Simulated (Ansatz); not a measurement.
K4⁺. Charge 1, multiplicity 2. Geometry relaxed at B3LYP/def2-TZVP.

Cartesian coordinates in Å:
```
K -2.382 0.836 3.294
K 1.718 0.292 1.108
K -1.710 -0.184 -1.152
K 2.374 -0.944 -3.250
```

The relaxation made no stability test and no search for a lower SCF solution. The structure comes from a short search, and lower isomers may exist.

(1) Estimate the harmonic wavenumbers at UKS B3LYP/def2-TZVP (Ansatz, unscaled). Is this a minimum?

Answers

(1) 13, 29, 35, 47, 54, 81 cm⁻¹. Yes, no mode is imaginary beyond noise. Zero-point energy 1.5 kJ/mol. Run time 63 s (4 threads of Arm Neoverse V2 on a shared host), peak host memory 0.57 GiB.
